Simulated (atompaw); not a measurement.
**Mg: one change to a PAW (atompaw) potential, before and after**

```json
{
  "Element": "magnesium (Mg)",
  "Generator": "atompaw 4.2.0.5",
  "Type": "PAW",
  "Functional": "LDA (PW92)",
  "Relativity": "scalar-relativistic",
  "Frozen core": "[He]",
  "Valence charge": "10",
  "Reference configuration": "2s2 2p6 3s0 3p0 (charge +2)",
  "Partial waves": "2s (bound): rc 1.10 bohr; 3s (bound, empty): rc 1.20 bohr; 2p (bound): rc 0.90 bohr; 3p (bound, empty): rc 1.00 bohr; 3d channel at 0.3 Ry: rc 0.90 bohr",
  "Local potential": "troulliermartins scheme with l = 3 at 0 Ry, radius 0.80 bohr",
  "Core correction": "smooth core density matched at 0.80 bohr",
  "Augmentation charge": "sinc compensation charge, radius 1.05 bohr; PAW radius 1.20 bohr; waves and projectors: modrrkj vanderbiltortho"
}
```

All-electron outer shells of the reference configuration (LDA (PW92), scalar-relativistic, ld1.x):

| shell | level (eV) | outermost node (bohr) | outermost maximum (bohr) |
| --- | --- | --- | --- |
| 2s | -99.46 | 0.18 | 0.55 |
| 2p | -66.84 | – | 0.47 |
| 3s | -17.93 | 0.89 | 2.12 |
| 3p | -12.60 | 0.91 | 2.50 |

Change: all radii scaled by about 1.12 (s 1.24, p 1.00, d 1.00 bohr); local potential troulliermartins scheme with l = 3 at 0 Ry, radius 0.90 bohr; augmentation sinc compensation charge, radius 1.18 bohr; PAW radius 1.34 bohr; waves and projectors: modrrkj vanderbiltortho; core correction smooth core density matched at 0.90 bohr.

Cutoffs: the cutoffs (Ry, on a coarse ladder) from which the occupation-weighted sum of valence levels, in a spherical-Bessel basis at the reference potential, stays within 10 and 1 mRy of its value at 400 Ry; they do not see the model core or the augmentation charge, which bear on the density cutoff.

Problem. What does the change do?

Solution. The potential gets softer (120 Ry and 160 Ry → 100 Ry and 140 Ry); neither file shows a bound ghost. A larger radius leaves more room for a smooth pseudo-wave, so fewer plane waves are needed.

```tsv
quantity	base	changed
cutoff, loose	120 Ry	100 Ry
cutoff, tight	160 Ry	140 Ry
loose cutoff by channel (10 mRy a level)	s 35 Ry, p 80 Ry	s 30 Ry, p 60 Ry
bound ghosts	none	none
lowest overlap eigenvalue by channel	s 0.90, p 0.85, d 1.00	s 0.88, p 0.87, d 1.00
```

 The cutoffs see the waves, projectors and local potential, not the compensation charge or the core.
